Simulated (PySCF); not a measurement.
A structure optimised at B3LYP-D3(BJ)/def2-TZVP, used in a PySCF frequency run:

```
C
H 1 1.0879
H 1 1.0879 2 109.84
H 1 1.0888 2 108.52 3 118.50
S 1 1.8402 2 111.72 4 116.95
Cd 5 2.3660 1 102.84 2 61.75
H 6 1.6702 1 148.48 2 54.99
```

### Question
Write its SMILES, formula and point group.

### Answer
C[S][CdH], CH₄CdS, Cs

### Question
What are its rotational constants (standard atomic weights)?

### Answer
16.014, 2.1348, 1.9064 GHz
